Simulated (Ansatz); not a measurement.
(F3Ge)2NMe (CH₃F₆Ge₂N) was relaxed with PBE-D4 (def2-SVP) in Ansatz in these states: charge -1 doublet, neutral singlet. The geometries follow in no particular order.

A:

```csv
atom,x (Å),y (Å),z (Å)
Ge1,-0.199,-1.223,0.756
F2,-1.802,-1.758,1.246
F3,0.382,-0.879,2.420
F4,0.824,-2.634,0.519
N5,0.143,0.414,0.015
C6,0.687,1.557,0.716
Ge7,-0.343,0.358,-1.832
F8,-2.065,0.491,-2.356
F9,0.641,-0.484,-3.094
F10,-0.799,-1.464,-1.155
H11,1.066,1.234,1.706
H12,-0.067,2.362,0.898
H13,1.533,2.025,0.161
```

B:

Cartesian coordinates in Å:
```
Ge 1.6923 -0.3621 -0.1244
F 2.3666 0.1782 -1.6227
F 1.9935 -2.0658 -0.0122
F 2.5663 0.4489 1.1266
N -0.1051 -0.1234 0.0306
C -1.0289 -1.2759 -0.0531
Ge -0.7674 1.5585 0.1835
F -2.0243 1.8658 -0.9659
F -1.4708 1.9071 1.7251
F 0.5693 2.6270 -0.0804
H -0.4447 -2.2155 -0.0599
H -1.6447 -1.2384 -0.9761
H -1.7021 -1.3044 0.8290
```

Q: Judge from the bond lengths which geometry belongs to which state (an estimate).

A: A is the charge -1 doublet (Ge7–F10 1.996 Å, N5–Ge7 1.910 Å, Ge7–F9 1.808 Å); B is the neutral singlet (Ge7–F10 1.731 Å, N5–Ge7 1.814 Å, Ge7–F9 1.730 Å).
